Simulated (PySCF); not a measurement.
## Field gradients at the hydrogen positions

C3H9NSi.
Cartesian coordinates in Å at the PBE0-D3(BJ)/def2-SVP level; atoms count from 1:
```
atom  x, y, z in Å
C1    -0.3000   -1.1362    0.3701
C2     1.1473   -0.6477    0.2826
N3     1.0976    0.8026    0.3302
Si4   -0.3911    1.4675   -0.2666
C5    -1.1818   -0.2342   -0.5069
H6    -0.3754   -2.1985    0.0869
H7    -0.6314   -1.0568    1.4193
H8     1.7390   -1.0560    1.1208
H9     1.6149   -1.0285   -0.6505
H10    1.9820    1.2856    0.4123
H11   -0.2741    2.2498   -1.5428
H12   -1.0890    2.3626    0.7134
H13   -2.2472   -0.2997   -0.2418
H14   -1.0922   -0.5117   -1.5712
```

Level: PBE0/pcSseg-1 (PySCF, non-relativistic); Q(2H) = 0.00286 b; rigid geometry, the same for H and D, with no vibrational averaging.

Question: Rank these positions by the coupling χzz of a deuteron there, largest first.
A. H13 (methylene hydrogen)
B. H6 (methylene hydrogen)
C. H10 (N–H hydrogen)
D. H11 (Si–H hydrogen)
E. H8 (methylene hydrogen)
F. H9 (methylene hydrogen)

Answer: C (281 kHz), A (201 kHz), B (194 kHz), E (189 kHz), F (181 kHz), D (90 kHz).

Q: Tabulate Vzz, the asymmetry η and χzz = 234.96 MHz × Q × Vzz for every hydrogen position.

A: 
```
atom  bonded to  bond length (Å)  Vzz (au)     η  χzz (kHz)
  H6         C1            1.102    0.2893  0.02        194
  H7         C1            1.103    0.2842  0.02        191
  H8         C2            1.104    0.2806  0.04        189
  H9         C2            1.111    0.2690  0.03        181
 H10         N3            1.011    0.4182  0.18        281
 H11        Si4            1.502    0.1344  0.02         90
 H12        Si4            1.500    0.1355  0.02         91
 H13         C5            1.100    0.2996  0.04        201
 H14         C5            1.104    0.2913  0.03        196
```

Q: Average by the element that carries the hydrogen.

A: on C: 192 kHz over 6 positions, mean bond length 1.104 Å; on N: 281 kHz over 1 position, mean bond length 1.011 Å; on Si: 91 kHz over 2 positions, mean bond length 1.501 Å.

Q: How does χzz go with the bond length over the 6 C–H bonds?

A: A straight-line fit has a slope of -17.4 kHz for each 0.01 Å, with a correlation coefficient of -0.94, over lengths from 1.100 to 1.111 Å. The longer bonds have the smaller couplings here.

Geometry: PBE0-D3(BJ)/def2-SVP, one conformer, isolated molecule. The small basis limits the accuracy of the gradients.
